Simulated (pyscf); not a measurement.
# H₃Si–CH₂–SiH₃, singlet

Gas-phase minimum from PySCF at ωB97X-D3(BJ)/def2-SVP, one conformer. 

```
C
H 1 1.1036
H 1 1.1036 2 107.04
Si 1 1.8799 2 108.97 3 -117.72
H 4 1.4932 1 111.21 2 58.47
H 4 1.4933 5 108.55 1 121.23
H 4 1.4933 5 108.55 6 117.54
Si 1 1.8799 2 108.99 3 117.71
H 8 1.4932 1 111.21 2 -57.93
H 8 1.4933 9 108.55 1 121.22
H 8 1.4933 9 108.54 10 117.54
```
Charge 0, spin multiplicity 1.

Properties at ωB97X-D3(BJ)/def2-SVP:

```json
{
  "harmonic_wavenumbers_unscaled": "87, 153, 171, 461, 568, 579, 579, 776, 787, 842, 933, 962, 966, 969, 972, 974, 1032, 1102, 1393, 2247, 2248, 2248, 2251, 2253, 2257, 3084, 3150 cm⁻¹",
  "zero_point_energy": "48.7 kcal/mol",
  "rotational_symmetry_number": "2",
  "Entropy of this conformer at 298 K and 1 atm, rigid rotor and harmonic oscillator, modes under 100 cm⁻¹ raised to 100": "313.5 J/(mol K)",
  "dipole_moment": "0.84 D"
}
```

Single-point totals, which compare only within one level (frozen core for MP2 and CC):

```csv
level,total energy (hartree)
ωB97X-D3(BJ)/def2-TZVP,-622.02116
PBE/def2-TZVP,-621.55349
r²SCAN/def2-TZVP,-621.84622
B3LYP-D3(BJ)/def2-TZVP,-621.99903
PBE0-D3(BJ)/def2-TZVP,-621.63559
M06-2X/def2-TZVP,-621.85483
ωB97M-D3(BJ)/def2-TZVP,-622.02254
HF/def2-TZVPP,-620.42926
MP2/def2-TZVPP,-620.87071
CCSD/def2-TZVPP,-620.92802
CCSD(T)/def2-TZVPP,-620.94499
```

Soft torsions are taken as harmonic, which can shift the entropy by several J/(mol K). The CCSD(T) − MP2 part came from Ansatz, without density fitting, on the same reference.
